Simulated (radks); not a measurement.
Sb+, configuration [Kr] 4d8 5s2 5p2 4f2 (not the ground configuration). Method: scalar-relativistic Kohn-Sham, r2SCAN, spin-polarised, spherical densities, finite nucleus; open shells are filled with parallel spins first (spin-orbit coupling, left out, can overturn this in heavy ions); meta-GGA in the generalised Kohn-Sham scheme; Fermi nuclear charge, rms radius 4.6802 fm; computed with a radial shooting solver on a logarithmic mesh with Libxc functionals.

Normalised radial functions P(r) = r R(r), r in bohr:

```
   r/bohr * 4d down, o 5s down (the largest magnitude, 1.07, reaches the edge; | marks zero, & curves that meet)
 0.001835                             *o
 0.002507                             *o
 0.003425                             * o
 0.004679                             * o
 0.006393                             * o
 0.008804                             *  o
  0.01203                             *  o
  0.01643                             *  o
  0.02245                             * o
  0.03067                             |&
   0.0419                            o| *
  0.05724                         o   |  *
  0.07819                        o    |     *
   0.1068                         o   |         *
   0.1459                             |o           *
   0.1994                             |     o        *
   0.2724                             |      o   *
   0.3751                             &
   0.5124              *     o        |
   0.7001   *               o         |
   0.9564  *                          |o
    1.307          *                  |               o
    1.785                    *        |                    o
    2.439                          *  |               o
    3.332                            *|      o
    4.551                             * o
    6.218                             &
    8.495                             &
     11.6                             &
    15.85                             &
```

4d down: eigenvalue -61.187 eV, 1 radial node at r = 0.375 bohr, <r> = 0.978 bohr, 90 % of the charge inside 1.49 bohr. 5s down: eigenvalue -29.613 eV, 4 radial nodes at r = 0.0354, 0.140, 0.377, 0.930 bohr, <r> = 1.96 bohr, 90 % of the charge inside 2.82 bohr.
